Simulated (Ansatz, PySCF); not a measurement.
Energy difference R1 → P1 + P2, each structure at its B3LYP-D3(BJ)/def2-TZVP stationary point, reached from a drawn start (curvature not checked).
R1, BH3O3 (SMILES OB(O)O) (charge 0, multiplicity 1):
```xyz
7

B      0.0000     0.0000    -0.0002
O      1.3609     0.0420     0.1475
H      1.7422    -0.8211     0.3348
O     -0.6953     1.1486    -0.2704
H     -0.1266     1.9219    -0.3342
O     -0.6657    -1.1906     0.1224
H     -1.6156    -1.1008    -0.0002
```
P1: BH2O2 (SMILES O[B]O), charge 0, multiplicity 2.
P2: OH (SMILES [OH]), charge 0, multiplicity 2.

```csv
level,reaction energy (kJ/mol),minus CCSD(T)/cc-pVQZ,cost
HF/cc-pVDZ,496.4,-142.2,-
PBE/def2-TZVPP,623.0,-15.7,×1
PBE-D3(BJ)/def2-TZVPP,625.7,-12.9,×1
BLYP-D4/def2-TZVPP,612.5,-26.1,×0.9
revPBE-D3(BJ)/def2-TZVPP,601.0,-37.6,×1
B97M-V/def2-TZVPP,632.5,-6.2,×2
B3LYP-D4/def2-TZVPP,618.9,-19.8,×1
PBE0/def2-TZVPP,618.9,-19.7,×1
PBE0-D4/def2-TZVPP,621.6,-17.0,×1
CAM-B3LYP/def2-TZVPP,628.8,-9.8,×1
wB97M-V/def2-TZVPP,644.1,5.5,×3
B2PLYP-D3(BJ)/def2-TZVPP,629.3,-9.4,×2
MP2/cc-pVQZ,665.8,27.2,-
SCS-MP2/cc-pVDZ,629.4,-9.2,-
SCS-MP2/cc-pVTZ,648.9,10.3,-
SCS-MP2/cc-pVQZ,655.0,16.4,-
CCSD/cc-pVTZ,625.4,-13.2,-
CCSD/cc-pVQZ,629.3,-9.3,-
CCSD(T)/cc-pVDZ,616.2,-22.4,×2
CCSD(T)/cc-pVQZ,638.6,0.0,×800*
```

 The comparison column counts from a level with limits of its own.

P less R. No zero-point or thermal terms; singlets are restricted closed shells; open shells are unrestricted; no spin–orbit coupling. One arrangement of each flexible species, with no search for the lowest.

Correlated levels freeze the cores.

Run with Ansatz (Gaussian basis) for Hartree–Fock, density functionals and correlated methods; PySCF for the D3/D4 terms. No computed number here is a measurement.

Costs are rough ratios of core time to PBE/def2-TZVPP (about 6 s over the structures, on one shared machine); a dash marks a level with no comparable run of its own. A star marks coupled-cluster runs past 200 virtual orbitals, where the program's memory plan changes under this machine's limit, so their costs aren't comparable with smaller runs.

Ansatz is a program for electronic structure.
